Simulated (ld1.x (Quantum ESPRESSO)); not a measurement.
**hydrogen (H): variants of one TM potential**

Base potential:

```json
{"Element": "hydrogen (H)", "Generator": "ld1.x (Quantum ESPRESSO) 7.5", "Type": "norm-conserving Troullier–Martins (Kleinman–Bylander form)", "Functional": "PBE", "Relativity": "scalar-relativistic", "Frozen core": "none", "Valence charge": "1", "Reference configuration": "1s1", "Partial waves": "2p channel at 0.05 Ry: rc 0.75 bohr; 1s (bound): rc 0.80 bohr", "Local potential": "the s channel", "Core correction": "none"}
```

Cutoffs, loose and tight: the cutoffs (Ry, on a coarse ladder) from which the occupation-weighted sum of valence levels, in a spherical-Bessel basis at the reference potential, stays within 10 and 1 mRy of its value at 400 Ry. They do not see the model core or the augmentation charge, which bear on the density cutoff. Test errors are all-electron minus pseudo excitation energies from the reference, over the configurations 1s0.5. A dash means not determined; rows that change the core or the reference have their own tests.

| change | outcome | cutoff, loose | cutoff, tight | bound ghosts |
| --- | --- | --- | --- | --- |
| base | generated | 30 Ry | 70 Ry | none |
| wave 2p channel at 0.05 Ry: rc 0.75 bohr becomes 2p channel at 7.28 Ry: rc 0.75 bohr | generated | 30 Ry | 70 Ry | none |
| all radii scaled by about 1.17 (s 0.94, p 0.88 bohr) | generated | 30 Ry | 50 Ry | none |
| wave 2p channel at 0.05 Ry: rc 0.75 bohr becomes 2p channel at 0.05 Ry: rc 1.10 bohr | generated | 30 Ry | 70 Ry | none |
| wave 1s (bound): rc 0.80 bohr becomes 1s (bound): rc 1.12 bohr | generated | 21 Ry | 40 Ry | none |
| type ultrasoft; waves now 1s (bound): rcut 0.70, rcutus 0.80 bohr; 1s channel at 1.65 Ry: rcut 0.70, rcutus 0.80 bohr; 2p channel at 0.05 Ry: rcut 0.65, rcutus 0.75 bohr; 2p channel at 1.15 Ry: rcut 0.65, rcutus 0.75 bohr; local potential all-electron potential smoothed inside 0.60 bohr (lloc = -2); augmentation PSQ, radius 0.60 bohr | generated | 25 Ry | 50 Ry | none |
| wave 2p channel at 0.05 Ry: rc 0.75 bohr becomes 2p channel at 0.05 Ry: rc 0.56 bohr | generated | 30 Ry | 70 Ry | none |
| wave 1s (bound): rc 0.80 bohr becomes 1s (bound): rc 0.92 bohr | generated | 30 Ry | 50 Ry | none |
| wave 2p channel at 0.05 Ry: rc 0.75 bohr becomes 2p channel at 0.05 Ry: rc 0.48 bohr | generated | 30 Ry | 70 Ry | none |
| functional PW91 | generated | 30 Ry | 70 Ry | none |
| type PAW; waves now 1s (bound): rcut 0.70, rcutus 0.80 bohr; 1s channel at 1.4 Ry: rcut 0.70, rcutus 0.80 bohr; 2p channel at 0.05 Ry: rcut 0.65, rcutus 0.75 bohr; 2p channel at 2.7 Ry: rcut 0.65, rcutus 0.75 bohr; local potential all-electron potential smoothed inside 0.70 bohr (lloc = -1); augmentation PSQ, inside the norm-conserving radii | generated | 25 Ry | 50 Ry | none |

(1) What comes out with this change to the base: functional LDA (PZ)?

Answers

(1) outcome: generated; cutoff, loose: 30 Ry; cutoff, tight: 60 Ry; bound ghosts: none.
